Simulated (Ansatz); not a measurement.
System: C₆H₁₁ (charge 0, doublet). It need not be the lowest isomer of its formula. 
Geometry from a B3LYP-D3(BJ)/def2-TZVP (Ansatz, an electronic-structure program) optimisation:
```xyz
17

C      2.4702     0.4553     0.0245
C      1.3659    -0.4571     0.5849
C      0.0581     0.2463     0.7196
C     -1.0702     0.0516    -0.0726
C     -1.0569    -0.9847    -1.1743
C     -2.2144     0.7963     0.1331
H      3.4246    -0.0728    -0.0268
H      2.6046     1.3366     0.6547
H      2.2149     0.8007    -0.9788
H      1.6849    -0.8200     1.5688
H      1.2687    -1.3374    -0.0522
H      0.0002     1.0136     1.4862
H     -0.9076    -1.9895    -0.7731
H     -0.2519    -0.7983    -1.8880
H     -1.9984    -0.9796    -1.7217
H     -2.2588     1.5441     0.9141
H     -3.0976     0.6563    -0.4745
```
Charge 0, spin multiplicity 2.

Total electronic energies in hartree. Correlated levels leave the core frozen unless marked. UHF or UKS for open shells. Spin-orbit coupling is left out. No relativistic terms. CBS marks a two-point X^-3 extrapolation of the correlation energy; Hartree-Fock from the larger set. [CCSD(T)-MP2]/basis is that difference in the basis named.

The UHF reference is spin-contaminated (<S^2> 0.20 over the pure value in the largest basis). 

```
level                                                     program  energy (Eh)
-------------------------------------------------  --------------  -----------
HF/6-31G                                                   Ansatz   -233.48740
HF/cc-pwCVTZ                                               Ansatz   -233.65828
HF/cc-pVQZ                                                 Ansatz   -233.67137
SVWN5/def2-TZVPD                                           Ansatz   -233.05606
PBE-D4/def2-TZVPD                                  Ansatz + dftd4   -234.96491
BLYP-D4/def2-TZVPD                                 Ansatz + dftd4   -235.18104
BLYP/def2-TZVPD                                            Ansatz   -235.15333
r2SCAN-D3(BJ)/def2-TZVPD                           Ansatz + dftd3   -235.14531
B3LYP-D4/def2-TZVPD                                Ansatz + dftd4   -235.32142
B3LYP/def2-TZVPD                                           Ansatz   -235.30162
PBE0-D3(BJ)/def2-TZVPD                             Ansatz + dftd3   -235.00551
PBE0/def2-QZVPP                                            Ansatz   -235.01008
BHLYP-D4/def2-TZVPD                                Ansatz + dftd4   -235.15192
HSE06-D4/def2-TZVPD                                Ansatz + dftd4   -234.98886
LC-wPBE-D3(BJ)/def2-TZVPD                          Ansatz + dftd3   -235.14647
wB97M-V/def2-TZVPD                                         Ansatz   -235.15008
B2GP-PLYP-D3(BJ)/def2-TZVPD                        Ansatz + dftd3   -235.00796
B2GP-PLYP-D4/def2-TZVPD                            Ansatz + dftd4   -235.00612
B2PLYP/def2-TZVPD                                          Ansatz   -235.05070
RPA@PBE/cc-pVQZ                                            Ansatz   -235.41385
SCS-MP2/STO-3G                                             Ansatz   -231.10452
CCSD/STO-3G                                                Ansatz   -231.18727
RI-MP2/CBS(cc-pVTZ,cc-pVQZ)+[CCSD(T)-MP2]/cc-pVTZ          Ansatz    -234.8779
```

Totals of different functionals don't rank their quality; only differences between species are comparable.
